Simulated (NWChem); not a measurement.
System: C4H7F; SMILES CC1(F)CC1

Input file for NWChem:

```
start job
memory heap 200 mb stack 900 mb global 1100 mb
geometry units angstroms noautosym nocenter noautoz
  C      1.057502    -1.184232     0.000000
  C     -0.027814    -0.152750     0.000000
  F     -1.267400    -0.732053     0.000000
  C      0.077039     1.126516    -0.756727
  C      0.077039     1.126516     0.756727
  H      0.979312    -1.824066    -0.892311
  H      2.048076    -0.708745     0.000000
  H      0.979312    -1.824066     0.892311
  H     -0.832943     1.471948    -1.253809
  H      1.006468     1.348890    -1.288304
  H     -0.832943     1.471948     1.253809
  H      1.006468     1.348890     1.288304
end
basis spherical
  * library def2-svp
end
dft
  xc m06-2x
  iterations 150
end
cosmo
  do_cosmo_smd true
  solvent water
end
task dft energy
```

NWChem printed, in part:

```
             Northwest Computational Chemistry Package (NWChem) 7.3.0
             --------------------------------------------------------

                             Geometry "geometry" -> ""
                             -------------------------

 Output coordinates in angstroms (scale by  1.889725989 to convert to a.u.)

  No.       Tag          Charge          X              Y              Z
 ---- ---------------- ---------- -------------- -------------- --------------
    1 C                    6.0000     1.05750200    -1.18423200     0.00000000
    2 C                    6.0000    -0.02781400    -0.15275000     0.00000000
    3 F                    9.0000    -1.26740000    -0.73205300     0.00000000
    4 C                    6.0000     0.07703900     1.12651600    -0.75672700
    5 C                    6.0000     0.07703900     1.12651600     0.75672700
    6 H                    1.0000     0.97931200    -1.82406600    -0.89231100
    7 H                    1.0000     2.04807600    -0.70874500     0.00000000
    8 H                    1.0000     0.97931200    -1.82406600     0.89231100
    9 H                    1.0000    -0.83294300     1.47194800    -1.25380900
   10 H                    1.0000     1.00646800     1.34889000    -1.28830400
   11 H                    1.0000    -0.83294300     1.47194800     1.25380900
   12 H                    1.0000     1.00646800     1.34889000     1.28830400

 Effective nuclear repulsion energy (a.u.)     183.9163339383

                                 NWChem DFT Module
                                 -----------------

 Summary of "ao basis" -> "ao basis" (spherical)
 ------------------------------------------------------------------------------
       Tag                 Description            Shells   Functions and Types
 ---------------- ------------------------------  ------  ---------------------
 C                          def2-svp                 6       14   3s2p1d
 F                          def2-svp                 6       14   3s2p1d
 H                          def2-svp                 3        5   2s1p

 in cosmo_initialize ...
 calling solv_data for solv:h2o

 solvent parameters
 solvname_short: h2o
 solvname_long:  water
 dielec:       78.4000
 dielecinf:     1.7769
 aqueous SMD model solvent descriptors
 dielec:       78.4000
 sola:          0.8200

          ---------------
          -cosmo- solvent
          ---------------
 Cosmo: York-Karplus, doi: 10.1021/jp992097l
 dielectric constant -eps-     =  78.40
 screen = (eps-1)/(eps    )    =   0.98724
 surface charge correction     = lagrangian

   van der Waals surface
 --------------------------

 ---------- ATOMIC COORDINATES (A.U.) ------------ VDWR(ANG.) --
     1    1.99838901   -2.23787399    0.00000000     1.850
     2   -0.05256084   -0.28865564    0.00000000     1.850
     3   -2.39503872   -1.38337958    0.00000000     1.730
     4    0.14558260    2.12880656   -1.43000668     1.850
     5    0.14558260    2.12880656    1.43000668     1.850
     6    1.85063134   -3.44698493   -1.68622329     1.200
     7    3.87030244   -1.33933385    0.00000000     1.200
     8    1.85063134   -3.44698493    1.68622329     1.200
     9   -1.57403403    2.78157839   -2.36935545     1.200
    10    1.90194874    2.54903249   -2.43454155     1.200
    11   -1.57403403    2.78157839    2.36935545     1.200
    12    1.90194874    2.54903249    2.43454155     1.200
 number of segments per atom =        128
 number of   points per atom =        128
 atom (   nspa,  nppa )
 ----------------------
    1 (     54,     0 )       0
    2 (     14,     0 )       0
    3 (     82,     0 )       0
    4 (     50,     0 )       0
    5 (     50,     0 )       0
    6 (     53,     0 )       0
    7 (     54,     0 )       0
    8 (     53,     0 )       0
    9 (     53,     0 )       0
   10 (     57,     0 )       0
   11 (     53,     0 )       0
   12 (     57,     0 )       0
 number of -cosmo- surface points =      630
 molecular surface =    113.175 angstrom**2
 molecular volume  =     87.457 angstrom**3
 -lineq- algorithm             =   0
 -bem- low  level              =   3
 -bem- from -octahedral-
 gaussian surface charge width =   4.50000
 degree of switching           =   1.00000
 switching function tolerance  =   0.00010
 atomic radii =
 --------------
    1  6.000  1.850
    2  6.000  1.850
    3  9.000  1.730
    4  6.000  1.850
    5  6.000  1.850
    6  1.000  1.200
    7  1.000  1.200
    8  1.000  1.200
    9  1.000  1.200
   10  1.000  1.200
   11  1.000  1.200
   12  1.000  1.200
 ...... end of -cosmo- initialization ......

 nat:                    12
 ixmem:                  7844
 calling mnsol_interface()
 G(SMD-CDS) energy (kcal/mol)  =     3.020
 SMD-CDS SASA (angstrom**2)    =   140.118

            General Information
            -------------------
          SCF calculation type: DFT
          Wavefunction type:  closed shell.
          No. of atoms     :    12
          No. of electrons :    40
           Alpha electrons :    20
            Beta electrons :    20
          Charge           :     0
          Spin multiplicity:     1
          Use of symmetry is: off; symmetry adaption is: off
          Maximum number of iterations: 150
          AO basis - number of functions:   105
                     number of shells:    51
          Convergence on energy requested:  1.00D-06
          Convergence on density requested:  1.00D-05
          Convergence on gradient requested:  5.00D-04

              XC Information
              --------------
                       M06-2X Method XC Functional
                     Hartree-Fock (Exact) Exchange  0.540
                        M06-2X Exchange Functional  1.000
                      M06-2X Correlation Potential  1.000

             Grid Information
             ----------------
          Grid used for XC integration:  medium
          Radial quadrature: Mura-Knowles
          Angular quadrature: Lebedev.
          Tag              B.-S. Rad. Rad. Pts. Rad. Cut. Ang. Pts.
          ---              ---------- --------- --------- ---------
          C                   0.70       49          10.0       434
          F                   0.50       49           9.0       434
          H                   0.35       45          11.0       434
          Grid pruning is: on
          Number of quadrature shells:   560
          Spatial weights used:  Erf1

      Superposition of Atomic Density Guess
      -------------------------------------

 Sum of atomic energies:        -253.28670654

      Non-variational initial energy
      ------------------------------

 Total energy =    -256.531735
 1-e energy   =    -708.876731
 2-e energy   =     268.428661
 HOMO         =      -0.307549
 LUMO         =       0.104419

   convergence    iter        energy       DeltaE   RMS-Dens  Diis-err
 ---------------- ----- ----------------- --------- --------- ---------
     COSMO gas phase
 d= 0,ls=0.0,diis     1   -256.0816291873 -4.40D+02  8.42D-03  4.43D-01
 d= 0,ls=0.0,diis     2   -256.1133740279 -3.17D-02  3.61D-03  3.24D-01
 d= 0,ls=0.0,diis     3   -256.1405755687 -2.72D-02  7.76D-04  1.27D-02
 d= 0,ls=0.0,diis     4   -256.1417790342 -1.20D-03  2.16D-04  5.10D-04
 d= 0,ls=0.0,diis     5   -256.1418273026 -4.83D-05  6.62D-05  6.41D-05
  Resetting Diis
 d= 0,ls=0.0,diis     6   -256.1418349502 -7.65D-06  1.97D-05  1.51D-06
 d= 0,ls=0.0,diis     7   -256.1418351432 -1.93D-07  6.58D-06  2.32D-07

   convergence    iter        energy       DeltaE   RMS-Dens  Diis-err
 ---------------- ----- ----------------- --------- --------- ---------
     COSMO solvation phase
 d= 0,ls=0.0,diis     1   -256.1419642896 -1.29D-04  1.26D-03  2.04D-03
 d= 0,ls=0.0,diis     2   -256.1424983335 -5.34D-04  2.12D-04  4.94D-04
 d= 0,ls=0.0,diis     3   -256.1425378339 -3.95D-05  1.01D-04  1.22D-04
 d= 0,ls=0.0,diis     4   -256.1425495965 -1.18D-05  2.63D-05  6.05D-06
 d= 0,ls=0.0,diis     5   -256.1425502289 -6.32D-07  9.07D-06  6.38D-07

         Total DFT energy =     -256.142550228880
      One electron energy =     -713.418297418027
           Coulomb energy =      307.850588504171
    Exchange-Corr. energy =      -34.652980580007
 Nuclear repulsion energy =      183.916333938337

             COSMO energy =        0.161805326646

 Numeric. integr. density =       39.999997208889

                                COSMO-SMD solvation results
                                ---------------------------

             internal energy in gas <Psi(g)|H|Psi(g)> =      -256.141835143221
         internal energy in solvent <Psi(s)|H|Psi(s)> =      -256.141126179143
                               delta internal energy  =         0.000708964078 (    0.44 kcal/mol)
   total free energy in solvent <Psi(s)|H+V/2|Psi(s)> =      -256.147362589139
 polarization energy contribution <Psi(s)|V/2|Psi(s)> =        -0.006236409996 (   -3.91 kcal/mol)
    total free energy in solvent including G(SMD-CDS) =      -256.142550228880
                       G(SMD-CDS) energy contribution =         0.004812360259 (    3.02 kcal/mol)
     1 M fixed-concentration free energy of solvation =        -0.000715085659 (   -0.45 kcal/mol)

                       DFT Final Molecular Orbital Analysis
                       ------------------------------------

 Vector   18  Occ=2.000000D+00  E=-4.236083D-01
              MO Center=  9.2D-02,  1.1D+00,  2.4D-09, r^2= 2.9D+00
   Bfn.  Coefficient  Atom+Function         Bfn.  Coefficient  Atom+Function
  ----- ------------  ---------------      ----- ------------  ---------------
    46      0.304357   4 C  px               60     -0.304357   5 C  px
    86     -0.244934   9 H  s                96      0.244934  11 H  s
    91      0.242284  10 H  s               101     -0.242284  12 H  s
    34      0.126667   3 F  pz               49      0.119173   4 C  px
    63     -0.119173   5 C  px                6      0.109162   1 C  pz

 Vector   19  Occ=2.000000D+00  E=-3.576211D-01
              MO Center=  8.9D-02,  6.8D-01,  5.5D-10, r^2= 2.3D+00
   Bfn.  Coefficient  Atom+Function         Bfn.  Coefficient  Atom+Function
  ----- ------------  ---------------      ----- ------------  ---------------
    48      0.265598   4 C  pz               62     -0.265598   5 C  pz
    47      0.263491   4 C  py               61      0.263491   5 C  py
    19     -0.234494   2 C  py               33     -0.184312   3 F  py
    51      0.175901   4 C  pz               65     -0.175901   5 C  pz
    17     -0.170440   2 C  s                 5      0.166591   1 C  py

 Vector   20  Occ=2.000000D+00  E=-3.331082D-01
              MO Center=  1.3D-02,  2.0D-01, -8.8D-11, r^2= 2.5D+00
   Bfn.  Coefficient  Atom+Function         Bfn.  Coefficient  Atom+Function
  ----- ------------  ---------------      ----- ------------  ---------------
    20      0.411230   2 C  pz               47      0.289738   4 C  py
    61     -0.289738   5 C  py               34      0.254736   3 F  pz
    45     -0.251397   4 C  s                59      0.251397   5 C  s
    50      0.204842   4 C  py               64     -0.204842   5 C  py
    37     -0.202763   3 F  pz               23      0.139364   2 C  pz

 Vector   21  Occ=0.000000D+00  E= 1.086134D-01
              MO Center=  1.5D+00,  2.3D-01,  1.2D-08, r^2= 5.6D+00
   Bfn.  Coefficient  Atom+Function         Bfn.  Coefficient  Atom+Function
  ----- ------------  ---------------      ----- ------------  ---------------
     3      1.648918   1 C  s                77     -1.041646   7 H  s
    92     -0.961241  10 H  s               102     -0.961241  12 H  s
    45      0.714898   4 C  s                59      0.714898   5 C  s
    72     -0.603362   6 H  s                82     -0.603362   8 H  s
     7      0.376014   1 C  px               51     -0.305312   4 C  pz

 Vector   22  Occ=0.000000D+00  E= 1.229670D-01
              MO Center= -7.0D-01,  1.0D+00, -5.8D-09, r^2= 5.6D+00
   Bfn.  Coefficient  Atom+Function         Bfn.  Coefficient  Atom+Function
  ----- ------------  ---------------      ----- ------------  ---------------
    87      1.260838   9 H  s                97      1.260838  11 H  s
     3     -0.958342   1 C  s                45     -0.795878   4 C  s
    59     -0.795878   5 C  s                49      0.498613   4 C  px
    63      0.498613   5 C  px               72      0.461173   6 H  s
    82      0.461173   8 H  s                17      0.407864   2 C  s

 Vector   23  Occ=0.000000D+00  E= 1.468837D-01
              MO Center=  6.5D-01, -7.8D-01,  2.7D-08, r^2= 7.8D+00
   Bfn.  Coefficient  Atom+Function         Bfn.  Coefficient  Atom+Function
  ----- ------------  ---------------      ----- ------------  ---------------
     3      2.411320   1 C  s                72     -1.312862   6 H  s
    82     -1.312862   8 H  s                45     -1.232442   4 C  s
    59     -1.232442   5 C  s                92      0.659134  10 H  s
   102      0.659134  12 H  s                87      0.651592   9 H  s
    97      0.651592  11 H  s                22      0.591689   2 C  py

     Multipole analysis of the density
     ---------------------------------

     L   x y z        total         alpha         beta         nuclear
     -   - - -        -----         -----         ----         -------
     0   0 0 0     -0.000000    -20.000000    -20.000000     40.000000

     1   1 0 0      0.789877      0.347935      0.347935      0.094006
     1   0 1 0      0.305807     -0.029098     -0.029098      0.364003
     1   0 0 1     -0.000000     -0.000000     -0.000000      0.000000

     2   2 0 0    -22.549947    -66.213499    -66.213499    109.877051
     2   1 1 0     -1.323411      4.441171      4.441171    -10.205753
     2   1 0 1     -0.000000     -0.000000     -0.000000      0.000000
     2   0 2 0    -22.826881    -89.503734    -89.503734    156.180588
     2   0 1 1      0.000000      0.000000      0.000000      0.000000
     2   0 0 2    -22.195067    -37.751235    -37.751235     53.307403
```

Level: M06-2X/def2-SVP, SMD on the gas-phase geometry. Coordinates come from a PBE0/def2-SVP optimisation. Solvent: water.
